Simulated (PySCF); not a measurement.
ClCu, triplet, geometry from GFN2-xTB (such geometries of metal compounds can be far from the true shape) (the multiplicity is a formal guess), with bond 1-2 at 1.6 times its length; CAMB3LYP/STO-3G (PySCF).

Input for PySCF:
```python
from pyscf import gto, scf, dft

mol = gto.M(
    atom='''
Cu    0.00000000    0.00000000   -2.05632167
Cl    0.00000000    0.00000000    1.33707015
''',
    basis='sto-3g',
    spin=2,
    verbose=4,
)

mf = dft.UKS(mol)
mf.xc = 'camb3lyp'
mf.conv_tol_grad = 1e-3
mf.kernel()
mf.analyze()
```

### Question
Predict the main parts of the log of this PySCF run.

### Answer

```
PySCF version 2.14.0

[INPUT] verbose = 4
[INPUT] num. atoms = 2
[INPUT] num. electrons = 46
[INPUT] charge = 0
[INPUT] spin (= nelec alpha-beta = 2S) = 2
[INPUT] symmetry False subgroup None
[INPUT] Mole.unit = angstrom
[INPUT] Symbol           X                Y                Z      unit          X                Y                Z       unit  Magmom
[...]
nuclear repulsion = 76.8801184248626
number of shells = 13
number of NR pGTOs = 81
number of NR cGTOs = 27
basis = sto-3g
ecp = {}

******** <class 'pyscf.dft.uks.UKS'> ********
method = UKS
initial guess = minao
damping factor = 0
level_shift factor = 0
DIIS = <class 'pyscf.scf.diis.CDIIS'>
diis_start_cycle = 1
diis_space = 8
diis_damp = 0
SCF conv_tol = 1e-09
SCF conv_tol_grad = 0.001
SCF max_cycles = 50
direct_scf = True
direct_scf_tol = 1e-13
number electrons alpha = 24  beta = 22
XC library pyscf.dft.libxc version 7.1.2
    S. Lehtola, C. Steigemann, M. J. T. Oliveira, and M. A. L. Marques,  SoftwareX 7, 1–5 (2018)
XC functionals = camb3lyp
    T. Yanai, D. P. Tew, and N. C. Handy,  Chem. Phys. Lett. 393, 51 (2004)
radial grids:
    Treutler-Ahlrichs [JCP 102, 346 (1995); DOI:10.1063/1.469408] (M4) radial grids

becke partition: Becke, JCP 88, 2547 (1988); DOI:10.1063/1.454033
pruning grids: <function nwchem_prune>
grids dens level: 3
symmetrized grids: False
atomic radii adjust function: <function treutler_atomic_radii_adjust>
small_rho_cutoff = 0
tot grids = 39520
init E= -2073.74699398953

cycle= 1 E= -2065.36894985645  delta_E= 8.38  |g|= 0.15  |ddm|= 3.84

cycle= 2 E= -2063.02085640779  delta_E= 2.35  |g|= 0.576  |ddm|= 4.29

cycle= 3 E= -2063.072894836  delta_E= -0.052  |g|= 0.586  |ddm|= 0.108

cycle= 4 E= -2063.07273448194  delta_E= 0.00016  |g|= 0.586  |ddm|= 0.000404

cycle= 5 E= -2063.07292724729  delta_E= -0.000193  |g|= 0.587  |ddm|= 0.00206

cycle= 6 E= -2066.54659673743  delta_E= -3.47  |g|= 0.806  |ddm|= 1.55

cycle= 7 E= -2066.54704999952  delta_E= -0.000453  |g|= 0.805  |ddm|= 0.000852

cycle= 8 E= -2066.54625170739  delta_E= 0.000798  |g|= 0.806  |ddm|= 0.00104

cycle= 9 E= -2066.55417551608  delta_E= -0.00792  |g|= 0.792  |ddm|= 0.0117

cycle= 10 E= -2065.36121264139  delta_E= 1.19  |g|= 0.22  |ddm|= 4.28
cycle= 11 E= -2066.69409780871  delta_E= -1.33  |g|= 0.736  |ddm|= 4.28
cycle= 12 E= -2066.72804021104  delta_E= -0.0339  |g|= 0.766  |ddm|= 0.531
cycle= 13 E= -2066.74831841753  delta_E= -0.0203  |g|= 0.786  |ddm|= 0.395
[...]
cycle= 48 E= -2066.61763784542  delta_E= -0.0455  |g|= 0.693  |ddm|= 0.106
cycle= 49 E= -2066.61933294851  delta_E= -0.0017  |g|= 0.693  |ddm|= 0.0688
cycle= 50 E= -2066.62213240608  delta_E= -0.0028  |g|= 0.693  |ddm|= 0.103
SCF not converged.
SCF energy = -2066.62213240608 after 50 cycles  <S^2> = 2.0000699  2S+1 = 3.0000466
**** SCF Summaries ****
Total Energy =                       -2066.622132406083892
Nuclear Repulsion Energy =              76.880118424862602
One-electron Energy =                -3082.317616234998695
Two-electron Energy =                  938.815365404052272
Two-electron Coulomb Energy =         1035.577877253739871
DFT Exchange-Correlation Energy =      -96.762511849687570
**** MO energy ****
                             alpha | beta                alpha | beta
[...]
To work with the spin densities directly, `use mulliken_meta_spin()` only printing them here.

 ** Mulliken spin pop alpha/beta on meta-lowdin orthogonal AOs **
 ** Mulliken Spin Density (per AO)  **
spin_pop of  0 Cu 1s        0.00000
spin_pop of  0 Cu 2s        0.00000
spin_pop of  0 Cu 3s        0.00000
spin_pop of  0 Cu 4s        0.00061
spin_pop of  0 Cu 2px       0.00000
spin_pop of  0 Cu 2py       0.00000
spin_pop of  0 Cu 2pz       0.00000
spin_pop of  0 Cu 3px       0.00008
spin_pop of  0 Cu 3py       0.00366
spin_pop of  0 Cu 3pz       0.00361
spin_pop of  0 Cu 4px       0.02202
spin_pop of  0 Cu 4py       0.97419
spin_pop of  0 Cu 4pz       0.97075
spin_pop of  0 Cu 3dxy      0.00000
spin_pop of  0 Cu 3dyz      0.00000
spin_pop of  0 Cu 3dz^2     0.00000
spin_pop of  0 Cu 3dxz      0.00000
spin_pop of  0 Cu 3dx2-y2    0.00000
spin_pop of  1 Cl 1s        0.00000
spin_pop of  1 Cl 2s        0.00000
spin_pop of  1 Cl 3s        0.00444
spin_pop of  1 Cl 2px       0.00000
spin_pop of  1 Cl 2py       0.00000
spin_pop of  1 Cl 2pz       0.00000
spin_pop of  1 Cl 3px       0.00000
spin_pop of  1 Cl 3py       0.00070
spin_pop of  1 Cl 3pz       0.01993
 ** Mulliken Spin Density (per atom)  **
spin density of  0 Cu =      1.97492
spin density of  1 Cl =      0.02508
 ** Mulliken pop alpha/beta on meta-lowdin orthogonal AOs **
 ** Mulliken pop       alpha | beta **
[...]
In total            24.00000 | 22.00000
 ** Mulliken atomic charges   ( Nelec_alpha | Nelec_beta ) **
charge of  0Cu =     -4.97986  (    17.97739     16.00247 )
charge of  1Cl =      4.97986  (     6.02261      5.99753 )
Dipole moment(X, Y, Z, Debye): -0.00491, -0.00256, 81.93459
```

Convergence was not reached.
